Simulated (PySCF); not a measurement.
**Correlation energy of N (nitrogen, neutral)**

[He] 2s2 2p3, high-spin 4S determinant. All numbers are calculated (PySCF 2.14, scalar relativity by spin-free X2C-1e, in aug-cc-pVDZ-DK (4s3p2d, 23 functions)). Frozen: 1s2; 5 electrons correlated.

MP2 pair energies summed by pair of shells (mhartree):

```tsv
pair	energy	share (%)
2s-2p	-47.96	63.9
2p-2p	-18.79	25.0
2s-2s	-8.28	11.0
```

Total MP2 correlation energy: -75.02 mhartree.

Same-spin part -22.72 and opposite-spin part -52.30 mhartree; SCS-MP2 scales them by 1/3 and 6/5 to -70.33 mhartree.

| level | correlation energy (mhartree) |
| --- | --- |
| CCSD | -92.55 |
| (T) | -1.27 |
| CCSD(T) | -93.82 |

Diagnostics: T1 = 0.0078, D1 = 0.0124, largest double amplitude 0.029.

Problem. Is a single reference adequate?

Solution. Yes: T1 lies below 0.03 and no double amplitude reaches 0.07.
